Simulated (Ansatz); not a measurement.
```yaml
crystal:
  periodic: [false, false, false]
  atoms:
    - {symbol: C, position_ang: [-1.850894, 0.677495, -0.007562]}
    - {symbol: Ge, position_ang: [0.144065, 0.284524, -0.209099]}
    - {symbol: C, position_ang: [1.136274, 0.333965, 1.576388]}
    - {symbol: C, position_ang: [0.501907, -1.432878, -1.256654]}
    - {symbol: Br, position_ang: [1.070246, 2.115959, -1.558690]}
    - {symbol: H, position_ang: [-2.003963, 1.684036, 0.515881]}
    - {symbol: H, position_ang: [-2.350059, -0.145459, 0.616604]}
    - {symbol: H, position_ang: [-2.351125, 0.717179, -1.036515]}
    - {symbol: H, position_ang: [0.971099, 1.342743, 2.091781]}
    - {symbol: H, position_ang: [2.258848, 0.185222, 1.408316]}
    - {symbol: H, position_ang: [0.749434, -0.500898, 2.261488]}
    - {symbol: H, position_ang: [0.094223, -2.335566, -0.677904]}
    - {symbol: H, position_ang: [1.627223, -1.571440, -1.414784]}
    - {symbol: H, position_ang: [-0.011033, -1.385648, -2.279011]}
basis:
  gaussian: {orbitals: aug-pcseg-2}
total_charge: 1
magnetization: {spin_polarized: true, initial_magnetization: 1}
hamiltonian: {xc: {name: B97}}
output: {forces: true}
```

```sh
$ ansatz run in.yaml --threads 2 --pin off --events-out ev --progress --plain --max-ram 32768MiB --backend cuda --devices 0, --max-vram 18GiB
```

Shortened log:

```
Functional definition: B97
  name "B97"
  cite "Becke, J. Chem. Phys. 107, 8554 (1997) doi:10.1063/1.475007"
  parameter cx = 0.1943
  parameter cx0 = 0.8094
  parameter cx1 = 0.5073
  parameter cx2 = 0.7481
  parameter css0 = 0.1737
  parameter css1 = 2.3487
  parameter css2 = -2.4868
  parameter cos0 = 0.9454
  parameter cos1 = 0.7471
  parameter cos2 = -4.5961
  exchange = spin_sum(e_x_unif_s*poly(b97_u_x, cx0, cx1, cx2)) + cx*exact_x
  correlation = spin_sum(e_c_pw_same_spin*poly(b97_u_same, css0, css1, css2))
      + integral(e_c_pw_opposite_spin*poly(b97_u_opposite, cos0, cos1, cos2))
2071 factors; their error is unknown
mean field evaluation 1: about -129785.1922 eV, gradient 7.2e1 eV
mean field evaluation 2: about -129750.5286 eV, gradient 9.7e1 eV
mean field evaluation 4: about -129806.9172 eV, gradient 2.2e1 eV
mean field evaluation 8: about -129810.7542 eV, gradient 7.3e-1 eV
mean field evaluation 16: about -129811.2116 eV, gradient 3.6e-2 eV
mean field evaluation 32: about -129811.2125 eV, gradient 6.3e-3 eV
mean field evaluation 64: about -129811.2122 eV, gradient 9.8e-2 eV
mean field evaluation 96: about -129811.2124 eV, gradient 4.4e-2 eV
mean field -129811.21246730 eV, -4770.4740689731 hartree, gradient 8.9e-9 eV, S^2 0.754970; 7 other end points of the search recorded, 0 dependent functions left out
the calculation of the forces begins
reference -129811.21250622 eV, -4770.4740704033 hartree; 47, 46 occupied and 416, 417 virtual orbitals, 2071 factors
Total energy: -129811.21250622 eV, -4770.4740704033 hartree
Atom 0 at    -1.850894     0.677495    -0.007562 Å, force    -2.012730     0.746305    -0.015446 eV/Å
Atom 1 at     0.144065     0.284524    -0.209099 Å, force     0.885300    -1.167393     0.531377 eV/Å
Atom 2 at     1.136274     0.333965     1.576388 Å, force     0.335330     0.488656     0.841404 eV/Å
Atom 3 at     0.501907    -1.432878    -1.256654 Å, force    -0.044612    -0.570843    -0.856967 eV/Å
Atom 4 at     1.070246     2.115959    -1.558690 Å, force    -0.358452    -0.468797     0.372508 eV/Å
Atom 5 at    -2.003963     1.684036     0.515881 Å, force     0.471893    -1.352352    -0.677533 eV/Å
Atom 6 at    -2.350059    -0.145459     0.616604 Å, force     1.116655     0.894126    -0.806637 eV/Å
Atom 7 at    -2.351125     0.717179    -1.036515 Å, force     0.911322    -0.127183     1.289839 eV/Å
Atom 8 at     0.971099     1.342743     2.091781 Å, force     0.218188    -1.393807    -0.700330 eV/Å
Atom 9 at     2.258848     0.185222     1.408316 Å, force    -1.547369     0.184717     0.029890 eV/Å
Atom 10 at     0.749434    -0.500898     2.261488 Å, force     0.352005     1.082760    -1.120009 eV/Å
Atom 11 at     0.094223    -2.335566    -0.677904 Å, force     0.461177     1.400695    -0.613079 eV/Å
Atom 12 at     1.627223    -1.571440    -1.414784 Å, force    -1.484644     0.356373     0.313788 eV/Å
Atom 13 at    -0.011033    -1.385648    -2.279011 Å, force     0.695936    -0.073257     1.411196 eV/Å
Dipole moment:    -0.369852    -0.379408     0.319254 e Å
```

Hardware: 2 threads of an AMD EPYC 7R13 on a shared host and a share of an NVIDIA H100 80 GB. Wall time 46 s, peak host memory 1.3 GiB.
